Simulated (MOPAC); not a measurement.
MOPAC input (PM7):

```
PM7 FORCE THERMO(298,298) PRECISE LET UHF MS=0.5 GEO-OK AUX(PRECISION=9) THREADS=1
C5H11O

C    -2.67179293 1   -0.62773874 1   -0.36915653 1
C    -1.47320570 1    0.05069455 1    0.29298748 1
C    -0.20045081 1   -0.16277742 1   -0.53155853 1
C     1.02156957 1    0.45609609 1    0.17732400 1
C     2.27976601 1    0.40005997 1   -0.69822166 1
O     1.23033276 1   -0.08755070 1    1.38539531 1
H    -2.52162641 1   -1.70993035 1   -0.45654320 1
H    -3.58711113 1   -0.47035208 1    0.21263552 1
H    -2.85026505 1   -0.23635078 1   -1.37655826 1
H    -1.32500258 1   -0.35261056 1    1.31582112 1
H    -1.67280209 1    1.13093342 1    0.42044855 1
H    -0.31288340 1    0.27253757 1   -1.53973760 1
H    -0.02184984 1   -1.24459065 1   -0.68055345 1
H     0.79511164 1    1.53681082 1    0.45164205 1
H     3.15204816 1    0.78090712 1   -0.15334899 1
H     2.16437517 1    0.98770826 1   -1.61280725 1
H     2.50762366 1   -0.63318785 1   -0.98511783 1
```

From the output:

```
     H   17   0.015326   0.042184   0.461391   0.464558   4.217338

          HEAT OF FORMATION =     -27.942953 KCALS/MOLE

          ZERO POINT ENERGY      87.905 KCAL/MOL

           NORMAL COORDINATE ANALYSIS (Total motion = 1 Angstrom)

   Root No.       1         2         3         4         5         6         7         8

                 1 A       2 A       3 A       4 A       5 A       6 A       7 A       8 A

                  58.8      72.1     126.9     162.0     185.2     330.4     371.3     456.1

           1   -0.0007    0.0090    0.0024    0.0003   -0.0142   -0.0601   -0.0061   -0.0126
           2   -0.0016   -0.0019   -0.0031    0.0024    0.0478   -0.0419   -0.0208   -0.0161
           3   -0.0185   -0.0535   -0.0006    0.0076   -0.0006    0.0007    0.0000   -0.0003
           4   -0.0007    0.0089    0.0024    0.0004   -0.0118   -0.0534   -0.0074   -0.0113
           5   -0.0018    0.0003   -0.0010   -0.0015   -0.0284    0.0020    0.0486    0.0315
           6    0.0532    0.0180    0.0086   -0.0330    0.0098    0.0067    0.0070   -0.0073
           7   -0.0003    0.0075    0.0013    0.0019    0.0220   -0.0047    0.0090    0.0350
           8   -0.0018    0.0008   -0.0004   -0.0022   -0.0432   -0.0092    0.0362    0.0085
           9   -0.0146    0.0662    0.0100    0.0131    0.0160    0.0198    0.0178   -0.0115
          10   -0.0002    0.0049    0.0011    0.0013    0.0194    0.0053    0.0088    0.0448
          11   -0.0052    0.0039   -0.0020    0.0003   -0.0155    0.0085   -0.0147   -0.0433
          12   -0.0124    0.0095   -0.0036    0.0051   -0.0045   -0.0010   -0.0370    0.0647
          13    0.0057    0.0072    0.0063   -0.0017   -0.0472    0.0451   -0.0370   -0.0184
          14   -0.0116    0.0077   -0.0053    0.0022    0.0147    0.0015   -0.0057   -0.0090
          15    0.0229   -0.0336    0.0040    0.0001   -0.0077   -0.0271    0.0154   -0.0116
          16   -0.0038   -0.0357   -0.0128   -0.0018    0.0372    0.0570    0.0313   -0.0265
          17    0.0212   -0.0102    0.0115   -0.0015    0.0116    0.0413   -0.0353    0.0224
          18   -0.0283    0.0007   -0.0169    0.0051   -0.0117    0.0028   -0.0133   -0.0125
          19    0.0416    0.0504    0.0073   -0.0202    0.0183   -0.0746   -0.0290   -0.0395
          20   -0.0785    0.0001   -0.0144   -0.1856    0.0751   -0.0602   -0.0447   -0.0365
          21   -0.0807   -0.0711   -0.0092   -0.0883   -0.0001   -0.0019   -0.0025    0.0017
          22   -0.0015    0.0102    0.0038   -0.0026   -0.0683   -0.0203    0.0519    0.0340
          23   -0.0006   -0.0026   -0.0035    0.0057    0.0693   -0.0583   -0.0446   -0.0356
          24    0.0513   -0.0758    0.0093    0.2376   -0.0102    0.0010   -0.0019    0.0043
          25   -0.0421   -0.0332   -0.0038    0.0235    0.0071   -0.0830   -0.0397   -0.0298
          26    0.0747   -0.0052    0.0070    0.1906    0.0635   -0.0569   -0.0440   -0.0341
          27   -0.0824   -0.0710   -0.0094   -0.0925    0.0000   -0.0023   -0.0025    0.0015
          28    0.0394    0.0484    0.0078   -0.0233   -0.0273   -0.0516    0.0060   -0.0153
          29   -0.0596    0.0152   -0.0020    0.0316   -0.0400    0.0085    0.0585    0.0266
          30    0.1056    0.0252    0.0115   -0.0629    0.0118    0.0029    0.0036   -0.0085
          31   -0.0420   -0.0291   -0.0022    0.0226   -0.0398   -0.0587    0.0006   -0.0077
          32    0.0560   -0.0135    0.0009   -0.0359   -0.0434   -0.0075    0.0468    0.0301
          33    0.1077    0.0254    0.0118   -0.0642    0.0112    0.0039    0.0052   -0.0071
          34   -0.0030    0.0393    0.0082    0.0097    0.0354    0.0226    0.0665   -0.0047
          35    0.0412   -0.0408   -0.0057   -0.0338   -0.0508   -0.0240    0.0169    0.0610
          36   -0.0415    0.1025    0.0156    0.0354    0.0278    0.0395    0.0520   -0.0607
          37    0.0026   -0.0229   -0.0052   -0.0052    0.0105   -0.0158   -0.0140    0.1202
          38   -0.0427    0.0405    0.0047    0.0282   -0.0295    0.0138    0.0769   -0.0119
          39   -0.0427    0.1060    0.0166    0.0365    0.0284    0.0415    0.0575   -0.0676
          40   -0.0022    0.0354    0.0048    0.0062    0.0503    0.0042    0.0136    0.0440
          41   -0.0263    0.0155   -0.0109    0.0024   -0.0027    0.0105   -0.0297   -0.0265
          42   -0.0294    0.0031   -0.0138    0.0046   -0.0123    0.0014   -0.0440    0.0489
          43    0.0032    0.0031    0.0362   -0.0024   -0.0460    0.0440   -0.0348   -0.0226
          44   -0.0100    0.0079   -0.0458    0.0051    0.0686   -0.0430    0.0473    0.0538
          45    0.0007   -0.0690    0.2731   -0.0055    0.0035   -0.0456    0.0432   -0.0390
          46    0.0268    0.0380   -0.2247    0.0019   -0.0788    0.0763   -0.0791   -0.0246
          47   -0.0442    0.0244    0.0979    0.0031    0.0106    0.0313   -0.0516    0.0379
          48    0.0417   -0.0337   -0.0934    0.0005   -0.0132   -0.0350    0.0276   -0.0342
          49   -0.0081   -0.0189    0.2103   -0.0075   -0.0737    0.0598   -0.0496   -0.0797
          50    0.0150   -0.0064   -0.0706   -0.0001   -0.0114   -0.0046    0.0085   -0.0808
          51    0.0539   -0.0324   -0.1632    0.0011   -0.0171   -0.0398    0.0342   -0.0463

   Root No.       9        10        11        12        13        14        15        16

                 9 A      10 A      11 A      12 A      13 A      14 A      15 A      16 A

                 488.6     806.2     918.7     931.0     996.7    1007.8    1017.0    1058.0

           1   -0.0356   -0.0001    0.0033   -0.0022    0.0243    0.0029   -0.0027    0.0063
           2   -0.0158    0.0004    0.0130   -0.0060    0.0391    0.0045    0.0105    0.0010
           3   -0.0002    0.0010   -0.0068   -0.0166   -0.0030    0.0001    0.0014    0.0187
           4   -0.0248    0.0001    0.0011    0.0002   -0.0050   -0.0009    0.0042   -0.0046
           5   -0.0124    0.0002    0.0219   -0.0087    0.0232    0.0009   -0.0000    0.0035
           6   -0.0032    0.0295   -0.0088   -0.0156    0.0014   -0.0003   -0.0011   -0.0185
           7    0.0360   -0.0034    0.0454   -0.0221   -0.0417    0.0002   -0.0010   -0.0214
           8   -0.0240    0.0008   -0.0291    0.0142   -0.0412   -0.0029   -0.0066   -0.0013
           9   -0.0130    0.0246    0.0123    0.0392    0.0052   -0.0030   -0.0053    0.0106
          10    0.0485   -0.0039   -0.0306    0.0062    0.0037   -0.0137    0.0122   -0.0019
          11    0.0405    0.0034    0.0172   -0.0015   -0.0197    0.0070    0.0322   -0.0093
          12   -0.0186   -0.0079   -0.0119   -0.0012    0.0059   -0.0048   -0.0228    0.0106
          13    0.0258   -0.0006   -0.0274    0.0088    0.0212   -0.0002    0.0226    0.0021
          14    0.0604   -0.0001   -0.0141    0.0041    0.0214    0.0198   -0.0433    0.0111
          15    0.0293   -0.0025   -0.0083   -0.0021    0.0045    0.0482   -0.0142   -0.0102
          16   -0.0384    0.0056   -0.0059    0.0087    0.0064    0.0041   -0.0139    0.0053
          17   -0.0425   -0.0033    0.0078   -0.0065   -0.0074   -0.0146    0.0200   -0.0035
          18   -0.0026   -0.0035    0.0172   -0.0085   -0.0172   -0.0035    0.0412   -0.0016
          19   -0.0418    0.0699   -0.0905   -0.0990   -0.0928   -0.0072   -0.0213    0.0893
          20   -0.0206   -0.0026   -0.0305    0.0155   -0.0577   -0.0076   -0.0178    0.0016
          21    0.0014   -0.0378    0.0196    0.0489    0.0040   -0.0015   -0.0038   -0.0290
          22   -0.0243   -0.0016    0.0993   -0.0451    0.2260    0.0267    0.0546    0.0036
          23   -0.0207    0.0007   -0.0310    0.0145   -0.0567   -0.0070   -0.0162    0.0013
          24    0.0003   -0.0359    0.0223    0.0535    0.0075   -0.0015   -0.0039   -0.0316
          25   -0.0373   -0.0691    0.0060    0.1358   -0.0631   -0.0119   -0.0370   -0.0789
          26   -0.0216    0.0038   -0.0314    0.0131   -0.0577   -0.0075   -0.0174    0.0024
          27    0.0010   -0.0383    0.0213    0.0488    0.0088   -0.0007   -0.0022   -0.0296
          28   -0.0404   -0.0705    0.0139    0.1007   -0.0108   -0.0097   -0.0146   -0.0267
          29   -0.0285    0.1357   -0.0095    0.0017    0.0004   -0.0037   -0.0148   -0.0629
          30    0.0010   -0.1011    0.0147    0.0310    0.0031   -0.0023   -0.0004    0.0184
          31   -0.0371    0.0727   -0.0568   -0.0785   -0.0355   -0.0013   -0.0028    0.0388
          32   -0.0132   -0.1352    0.0092    0.0054   -0.0193   -0.0010   -0.0034    0.0800
          33    0.0009   -0.1055    0.0169    0.0330   -0.0027   -0.0008   -0.0004    0.0197
          34    0.0295   -0.0519    0.0022   -0.0914   -0.0442   -0.0001   -0.0025   -0.1319
          35   -0.0128    0.1162    0.0191    0.0901   -0.0315    0.0010   -0.0211   -0.0471
          36   -0.0238   -0.0754   -0.0286   -0.0497    0.0009   -0.0036    0.0016   -0.0060
          37    0.0452    0.0311    0.0591    0.0370   -0.0480   -0.0181   -0.0260    0.0839
          38   -0.0380   -0.1122   -0.0550   -0.0692   -0.0477   -0.0118   -0.0251    0.0509
          39   -0.0283   -0.0790   -0.0309   -0.0525    0.0008   -0.0026   -0.0063   -0.0072
          40    0.0780    0.0203    0.0801    0.0334   -0.0520    0.0474    0.0295    0.1420
          41    0.0598   -0.0038    0.0090   -0.0228    0.0455   -0.1724   -0.1184   -0.0322
          42   -0.0130   -0.0223   -0.0497   -0.0364    0.0684   -0.1754   -0.1224   -0.0867
          43    0.0280    0.0007   -0.0182    0.0075    0.0159   -0.0129    0.0164    0.0048
          44    0.0962   -0.0053   -0.1455    0.0453    0.0670   -0.0288    0.1846   -0.0107
          45    0.0638    0.0067   -0.0031    0.0088    0.0106   -0.0871    0.0087    0.0137
          46   -0.0124   -0.0043    0.0295   -0.0175   -0.0084    0.1120   -0.1023   -0.0073
          47    0.0054   -0.0144   -0.0237   -0.0142    0.0086    0.2646   -0.0940   -0.0378
          48    0.0469    0.0040    0.0094    0.0016    0.0022   -0.0547   -0.0105    0.0114
          49    0.0269    0.0086    0.0678   -0.0118   -0.0178   -0.0508   -0.0933    0.0313
          50    0.0897    0.0142    0.0596   -0.0009   -0.0054   -0.1449   -0.0885    0.0513
          51    0.0581    0.0067    0.0139    0.0038    0.0037   -0.0930   -0.0131    0.0190

   Root No.      17        18        19        20        21        22        23        24

                17 A      18 A      19 A      20 A      21 A      22 A      23 A      24 A

                1112.8    1141.5    1146.6    1159.1    1184.7    1201.9    1221.3    1280.8

           1   -0.0490    0.0359   -0.0400   -0.0214   -0.0294    0.0045   -0.0007   -0.0071
           2    0.0173   -0.0152    0.0093   -0.0080   -0.0202    0.0077   -0.0009    0.0037
           3    0.0120   -0.0068   -0.0193    0.0019    0.0163    0.0265    0.0162   -0.0026
           4    0.0499   -0.0384    0.0448    0.0236    0.0403   -0.0068    0.0006    0.0060
           5   -0.0184    0.0328   -0.0021    0.0191    0.0615   -0.0188    0.0020   -0.0117
           6   -0.0149    0.0084    0.0256   -0.0081   -0.0196   -0.0337    0.0113    0.0027
           7   -0.0019   -0.0443   -0.0282    0.0190   -0.0173   -0.0098    0.0047   -0.0252
           8    0.0163   -0.0290    0.0026   -0.0136   -0.0614    0.0172   -0.0003    0.0009
           9    0.0181   -0.0092   -0.0279    0.0037    0.0104    0.0029   -0.0276    0.0062
          10    0.0271    0.0483    0.0162   -0.0578    0.0129    0.0130   -0.0108    0.0164
          11    0.0473    0.0394   -0.0179   -0.0263   -0.0034   -0.0116    0.0030   -0.0261
          12    0.0014   -0.0049    0.0188   -0.0173   -0.0077   -0.0000    0.0037   -0.0459
          13   -0.0200   -0.0207   -0.0067    0.0318   -0.0014   -0.0057    0.0045   -0.0096
          14   -0.0404   -0.0437    0.0102    0.0007    0.0118    0.0024   -0.0025    0.0107
          15    0.0123    0.0131   -0.0092    0.0198   -0.0046   -0.0005    0.0014    0.0210
          16    0.0074   -0.0011   -0.0015    0.0009   -0.0040   -0.0032    0.0011   -0.0103
          17   -0.0107   -0.0003    0.0018    0.0030    0.0028    0.0045   -0.0022    0.0142
          18   -0.0213   -0.0003    0.0067   -0.0001    0.0067    0.0077   -0.0032    0.0233
          19   -0.0213    0.0351   -0.1071    0.0171    0.0892    0.0660    0.0432   -0.0156
          20   -0.0238    0.0296   -0.0032    0.0144    0.0438   -0.0206    0.0024    0.0217
```
